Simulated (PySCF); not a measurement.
Point groups of optimised structures. Method used: PySCF 2.14.0, PBE0-D3(BJ)/def2-SVP geometry optimisation, gas phase. The symmetry is that of the one conformer found, every atom within 0.08 Å of its image; none is proved a minimum here. The geometries of the anions come from a basis without diffuse functions.

Task: Point group, rotor type and polarity of `[CH2:1]=[C:2]1[CH2:3][C@@H:4]([B:5]([CH3:6])[CH3:7])[C@@H:8]1[F:9]` with C3–C4–B5–C6 142°, C1–C2–C3–C4 -151°, C2–C3–C4–B5 -146°, C3–C4–C8–F9 137°, C1–C2–C8–C4 151°?

Result: C1; asymmetric top; symmetry number 1; this conformer is chiral (no improper operation); dipole 1.83 D.

Task: Point group, rotor type and polarity of `[BH2:1][C@@H:2]1[CH2:3][CH2:4][CH:5]=[CH:6][C@@:7]1([CH3:8])[F:9]` with H–B1–C2–C3 -30° and 155°, B1–C2–C3–C4 161°, C2–C3–C4–C5 41°, C3–C4–C5–C6 -13°, C5–C6–C7–C8 110°?

Result: C1; asymmetric top; symmetry number 1; this conformer is chiral (no improper operation); dipole 2.20 D; A, B, C = 2184, 1624, 1189 MHz.

Task: Point group, rotor type and polarity of fluoroaluminate (`[F][Al-]([F])([F])[F]`)?

Result: Td; spherical top; symmetry number 12; 24 operations, which sort the 5 atoms into 2 sets; dipole about the centre of mass forbidden by symmetry (computed 0.00 D); A, B, C = 3470, 3460, 3459 MHz.

Task: Point group, rotor type and polarity of `Clc1csc2c1[nH]cc2`?

Result: Cs; asymmetric top; symmetry number 1; 2 operations, which sort the 13 atoms into 13 sets; dipole 2.00 D, in the ab plane, which is the mirror; A, B, C = 1812, 1135, 697.9 MHz.
